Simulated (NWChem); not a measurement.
BCl₂, doublet; SMILES Cl[B]Cl

Program: NWChem. Spin-unrestricted. In the optimisation the excess spin sits in a1 (C2v, its own frame). Structure relaxed at the PBE-D3(BJ)/def2-SVP, spin-unrestricted level. No stability test was run on the SCF state. Level PBE/def2-TZVP: single points from the atomic guess with DIIS by default; each run changes one setting, and all converged runs end within 0.3 mHa of each other.

Question: Which setting needs the most SCF iterations, or fails (DIIS on 3 Fock matrices; no level shifting; level shift of 0.5 Ha throughout; no DIIS, 40 % damping; defaults)?

Answer: no DIIS, 40 % damping, with 71 against 8 for the defaults.
```json
[
 {"setting": "defaults", "SCF iterations": "8"},
 {"setting": "no DIIS, 40 % damping", "SCF iterations": "71"},
 {"setting": "level shift of 0.5 Ha throughout", "SCF iterations": "14"},
 {"setting": "DIIS on 3 Fock matrices", "SCF iterations": "9"},
 {"setting": "no level shifting", "SCF iterations": "8"}
]
```
